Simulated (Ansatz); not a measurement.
```
atom   x (Å)    y (Å)    z (Å)
   F  0.0000  -0.3535  -1.0985
   H  0.0000   0.4188  -0.7347
   F  0.0000   0.3535   1.0985
   H  0.0000  -0.4188   0.7347
```

Basis set: 6-31G* (spherical functions). Frozen core: 2 orbitals. Charge 0, multiplicity 1.

Computed with Ansatz (development build ahead of 0.2.0); each method stands on the lowest determinant of its kind that the runs found. Restricted open shells among the atoms or ions are ROHF, correlated in semicanonical orbitals with singles.

Problem. Give the atomization energy at this shape (free ground-state atoms in the same class of orbitals less the molecule, no zero-point energy) of singlet H2F2 by RHF-MP2, RHF.

Solution.

```tsv
method	atomization energy
RHF-MP2	1003.6 kJ/mol
RHF	731.9 kJ/mol
```

Caution: the shape is not the minimum.
